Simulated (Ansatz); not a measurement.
The cluster AgPd₃ was relaxed with PBE0-D4 (def2-SVP) in Ansatz in these states: neutral doublet, neutral quartet. The geometries follow in no particular order.

In the def2 sets Ag, Pd take a core potential; there is no spin–orbit coupling.

A:

```xyz
4

Pd    1.138   -0.519   -1.687
Pd   -0.265   -1.326    0.306
Pd    0.871    1.019    0.352
Ag   -1.744    0.825    1.030
```

B:

```xyz
4

Pd    0.478    1.127    1.029
Pd    0.387    0.474   -1.478
Pd    0.803   -1.345    0.322
Ag   -1.668   -0.256    0.127
```

Judge from the bond lengths which geometry belongs to which state (an estimate).

A is the neutral quartet (Pd1–Ag4 4.182 Å, Pd1–Pd3 2.568 Å, Pd1–Pd2 2.568 Å); B is the neutral doublet (Pd1–Ag4 2.708 Å, Pd1–Pd3 2.592 Å, Pd1–Pd2 2.592 Å).

At PBE0-D4/def2-TZVP a doublet lies 1.44 eV below the neutral quartet. These are the stationary points nearest to one start from a short search; other shapes may lie lower in each state.
